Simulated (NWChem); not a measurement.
Molecule: CH4BeS2; SMILES C[S][Be][SH]

```xyz
8

Be     0.2680    -0.4459     0.0572
S     -0.2054    -2.2923     0.1116
H     -0.1985    -2.4043    -1.2374
S      0.7613     1.3865     0.0239
C     -0.8699     2.2237    -0.0099
H     -1.4468     1.9500    -0.9028
H     -0.6675     3.3025    -0.0423
H     -1.4533     2.0045     0.8938
```
Atoms are numbered in this order, from 1.

Level: PBE0/def2-SVP (NWChem), optimised geometry, unscaled harmonic frequencies. 

List the harmonic frequencies with IR intensities, and the thermochemistry.


```csv
frequency (cm⁻¹),IR intensity (km/mol)
46,0.2
94,3.8
182,19.4
206,22.3
311,10.6
369,1.8
642,1.6
718,4.4
957,7.0
973,17.2
1053,266.5
1336,8.7
1453,9.3
1457,8.5
2702,1.2
3078,18.8
3194,0.8
3196,1.3
```

```
Property                                                                            Value
-----------------------------------------------------------------------  ----------------
zero-point energy                                                           31.4 kcal/mol
thermal correction to the enthalpy at 298.15 K (with zero-point energy)     36.2 kcal/mol
heat capacity Cv                                                         20.0 cal/(mol K)
entropy at 298.15 K and 1 atm (symmetry number 1)                        82.4 cal/(mol K)
dipole moment                                                                      1.91 D
```

Rigid rotor and harmonic oscillator; modes under 100 cm⁻¹ make the entropy uncertain.
